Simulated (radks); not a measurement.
Ionisation of neutral iron, [Ar] 3d6 4s2, to [Ar] 3d6 4s1 as the strength of local exchange is varied. Method: non-relativistic Kohn-Sham, Slater X-alpha exchange (alpha = 2/3 is LDA exchange), no correlation, spin-unpolarised, spherical densities, point nucleus; computed with a radial shooting solver on a logarithmic mesh with Libxc functionals.

| alpha | E(Fe) (hartree) | exchange (hartree) | IE (eV) | -e of the level emptied (eV) | <r> of it (bohr) |
|---|---|---|---|---|---|
| 0.575 | -1251.94846 | -43.39716 | 7.271 | 3.922 (4s) | 3.143 |
| 0.667 | -1258.91157 | -50.62421 | 7.840 | 4.434 (4s) | 3.067 |
| 0.703 | -1261.64690 | -53.47316 | 8.068 | 4.641 (4s) | 3.038 |
| 0.876 | -1274.87474 | -67.32745 | 9.209 | 5.691 (4s) | 2.907 |
| 0.905 | -1277.10553 | -69.67621 | 9.408 | 5.876 (4s) | 2.886 |
| 1.032 | -1286.92005 | -80.05079 | 10.299 | 6.712 (4s) | 2.800 |

NIST Atomic Spectra Database: 7.902 eV (measured). The Delta-SCF value meets it near alpha = 0.68. Spin polarisation and multiplet splitting are left out, so open shells lie too high by an amount that depends on their filling.

Beside tabulated values, note that spin-unpolarised runs miss the spin-polarisation part of the exchange energy of open shells.
